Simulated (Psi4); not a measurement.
Conformational energy of C6H14O2Si, SMILES COC(=O)[SiH2]C(C)(C)C, singlet. Scanned: dihedral O2–C3–Si5–C6; all other coordinates were relaxed at GFN2-xTB. Points at φ and −φ are mirror images.

Geometry of the scan point at 135° (Å):
```
23

C     -3.8735    -0.5262    -0.1020
O     -2.5867    -0.4672     0.5065
C     -1.7413     0.4635     0.0505
O     -2.0257     1.2299    -0.8376
Si    -0.0867     0.3865     1.0182
C      1.3565     0.4951    -0.2425
C      1.3364     1.8601    -0.9368
C      1.2123    -0.6007    -1.3035
C      2.6950     0.3173     0.4765
H     -4.4170    -1.3203     0.4028
H     -4.3880     0.4295     0.0157
H     -3.7756    -0.7430    -1.1676
H     -0.0894    -0.8779     1.7557
H     -0.0572     1.5340     1.9314
H      1.4997     2.6620    -0.2199
H      2.1224     1.9125    -1.6900
H      0.3803     2.0278    -1.4269
H      0.2867    -0.4749    -1.8617
H      1.2097    -1.5897    -0.8485
H      2.0412    -0.5549    -2.0096
H      2.8308     1.0833     1.2364
H      2.7488    -0.6546     0.9619
H      3.5193     0.3905    -0.2322
```

Level of theory: PBE-D3(BJ)/def2-SVP // GFN2-xTB run with Psi4 1.11.

Scanned values (°): -165, -150, -135, -120, -105, -90, -75, -60, -45, -30, -15, 0, 15, 30, 45, 60, 75, 90, 105, 120, 135, 150, 165, 180.

**Question.** At which scan points does the profile have its minima and maxima, and how high do they lie?

**Answer.** Lower than their neighbours: 0° (0.5 kcal/mol), 180° (0.0 kcal/mol). Higher than their neighbours: -75° (1.2 kcal/mol), 75° (1.2 kcal/mol). The whole profile spans 1.2 kcal/mol.
